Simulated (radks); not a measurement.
The tin anion Sn4-, [Xe], held by a Watson sphere: a shell of charge +4 at radius R that stands for the Madelung well of a crystal (potential energy -4/R inside, -4/r outside, in hartree with lengths in bohr). All-electron calculation, scalar-relativistic Kohn-Sham, r2SCAN, spin-polarised, spherical densities, finite nucleus; meta-GGA in the generalised Kohn-Sham scheme; Fermi nuclear charge, rms radius of each element as measured or else 0.836 A^(1/3) + 0.57 fm. Program: a radial shooting solver on a logarithmic mesh with Libxc functionals.

R (bohr)  e(4d) (eV)  e(5s) (eV)  e(5p) (eV)  <r> 5p (bohr)  sum of <r^2> (bohr^2)  X-ray form factor at sin(theta)/lambda = 0.1 1/angstrom
2.9          -26.010     -13.332      -6.619          3.048                  101.4                                                   48.147
2.93         -25.921     -13.232      -6.568          3.064                  102.2                                                   48.120
3.05         -25.602     -12.847      -6.367          3.128                  105.2                                                   48.013
4.48         -24.024      -9.735      -4.346          3.911                  146.8                                                   46.938
4.87         -23.893      -9.261      -3.946          4.131                  159.9                                                   46.725
5.1          -23.839      -9.037      -3.738          4.263                  168.1                                                   46.616
5.34         -23.797      -8.842      -3.542          4.401                  176.9                                                   46.516
5.57         -23.767      -8.686      -3.372          4.534                  185.7                                                   46.432
